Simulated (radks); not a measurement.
Problem. The mercury ion Hg2+, [Xe] 4f14 5d10. Calculated with a radial shooting solver on a logarithmic mesh with Libxc functionals: non-relativistic Kohn-Sham, r2SCAN, spin-polarised, spherical densities, point nucleus; meta-GGA in the generalised Kohn-Sham scheme. Every spin shell is full or empty, so the densities are truly spherical. Functionals are evaluated on that one density, not self-consistently. Rank these exchange functionals by their error against the exact value of the orbitals, and give that value: LDA, B88, PW91, OPTX, WC, G96, APBE, revTPSS, SCAN, MS2, TASK.

Solution. Exact: -344.859 hartree. From best to worst, with 100 (|E| - |E exact|)/|E exact| (equal figures are ties): PW91 +0.03, SCAN +0.05, B88 +0.06, APBE +0.24, G96 +0.46, WC -0.63, MS2 -0.67, revTPSS -0.90, TASK -1.82, OPTX +1.90, LDA -3.81.
